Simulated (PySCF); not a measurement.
Electric field gradients and quadrupole coupling constants

C₈H₁₃ClSi.
Numbering: `[CH2:1]=[CH:2][CH2:3][C@@H:4]1[CH:5]=[CH:6][CH2:7][CH2:8][Si@@H:9]1[Cl:10]` (hydrogens: H11, H12 on C1; H13 on C2; H14, H15 on C3; H16 on C4; H17 on C5; H18 on C6; H19, H20 on C7; H21, H22 on C8; H23 on Si9)

Structure used (GFN2-xTB), in Å, numbered top down from 1:
```xyz
23
C8H13ClSi angstrom
C      3.6690   -0.3806   -1.0777
C      2.5281   -0.8206   -0.5813
C      1.6817   -0.0649    0.3894
C      0.3698    0.4122   -0.2638
C     -0.3757    1.2948    0.6984
C     -1.6659    1.2904    0.9958
C     -2.7392    0.3815    0.4746
C     -2.4511   -0.2047   -0.9079
Si    -0.7312   -1.0030   -0.9169
Cl    -0.7138   -2.5779    0.3565
H      4.0823    0.5726   -0.7892
H      4.2440   -0.9528   -1.7859
H      2.1361   -1.7823   -0.8874
H      2.2359    0.7997    0.7643
H      1.4391   -0.7092    1.2386
H      0.6578    1.0427   -1.1156
H      0.2542    2.0244    1.1961
H     -2.0175    2.0068    1.7286
H     -3.6835    0.9334    0.4516
H     -2.8696   -0.4360    1.1931
H     -3.2361   -0.9138   -1.1700
H     -2.4879    0.5947   -1.6482
H     -0.3311   -1.4806   -2.2415
```

Field gradients from the PBE0/pcSseg-1 density (PySCF, non-relativistic), principal values in atomic units, ordered |Vxx| ≤ |Vyy| ≤ |Vzz|:

| atom | Vxx | Vyy | Vzz |
| --- | --- | --- | --- |
| Cl10 | -0.9766 | -1.0324 | 2.0090 |

Question: Find the asymmetry η = (Vxx − Vyy)/Vzz and the couplings χ = eQV/h (234.96 MHz × Q in barn × V in au), with Q(35Cl) = −0.0817 b.

Answer: 
| atom | environment | nucleus | η | χzz (MHz) | χxx (MHz) | χyy (MHz) |
| --- | --- | --- | --- | --- | --- | --- |
| Cl10 | silicon-bound chlorine | 35Cl | 0.03 | -38.57 | 18.75 | 19.82 |

The gradient is axial or nearly so (η below 0.05) at Cl10. 

Question: What is Vzz at Cl10 in SI units (1 au = 9.71736 × 10²¹ V/m²)?

Answer: 2.0090 au = 19.522 × 10²¹ V/m².

Question: And the gradient at the other heavy atoms, for which no coupling is worked out here?

Answer: 
```
atom                  environment  Vzz (au)     η
  C1         terminal =CH2 carbon     0.289  0.46
  C2             alkene CH carbon     0.335  0.51
  C3               allylic carbon    -0.083  0.88
  C4  sp3 carbon bound to silicon    -0.088  0.57
  C5             alkene CH carbon     0.257  0.83
  C6             alkene CH carbon     0.289  0.55
  C7               allylic carbon     0.061  0.85
  C8  sp3 carbon bound to silicon     0.073  0.94
 Si9       chlorine-bound silicon     0.731  0.15
```

Were the hydrogens deuterons (Q(2H) = 0.00286 b), χzz would run from 108 kHz (H23) to 227 kHz (H12).

One conformer (not necessarily the lowest) at the GFN2-xTB geometry, without solvent, vibrations or thermal averaging. GFN2-xTB bond lengths can be off by several hundredths of an ångström, more for odd bonds, and the gradients follow them. These gradients aren't converged with respect to the basis.

The run behind these numbers computed NMR shieldings as well. Hardware: Intel Xeon at 2.50 GHz, one thread, shared host with 64 logical CPUs at a one-minute load of 62. Cost: 3.3 min (with the writing of density and orbital grids), 1.2 GiB resident at most.
